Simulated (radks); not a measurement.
Task: The terbium ion Tb+, 64 electrons, occupied as [Xe] 4f9 6p1 (not the ground configuration). All-electron calculation, scalar-relativistic Kohn-Sham, r2SCAN, spin-unpolarised, spherical densities, finite nucleus; meta-GGA in the generalised Kohn-Sham scheme; Fermi nuclear charge, rms radius 5.06 fm. Program: a radial shooting solver on a logarithmic mesh with Libxc functionals. Some entries of the table are withheld. Estimate them.

orbital,occ.,eigenvalue (eV),<r^2> (bohr^2),r(max) (bohr)
1s,2,-51937.11,(1),0.01364
2s,2,-8638.073,0.009886,0.07746
2p,6,-7673.304,0.007990,0.06280
3s,2,-1930.080,0.06528,0.2195
3p,6,-1631.002,0.06557,0.2156
3d,10,-1241.259,(2),0.1766
4s,2,-392.5913,0.3311,0.5049
4p,6,-293.6538,0.3743,0.5270
4d,10,-157.3018,(3),(4)
5s,2,-56.7077,1.991,1.185
5p,6,-33.4814,2.761,(5)
4f,9,-10.4880,1.102,(6)
6s,0,-9.1004,17.01,3.367
5d,0,-7.6687,9.051,1.942
6p,1,-5.9318,26.93,4.352

Result: 
(1) 1s <r^2> (bohr^2): 0.0006318
(2) 3d <r^2> (bohr^2): 0.05508
(3) 4d <r^2> (bohr^2): 0.4523
(4) 4d r(max) (bohr): 0.5470
(5) 5p r(max) (bohr): 1.349
(6) 4f r(max) (bohr): 0.5561
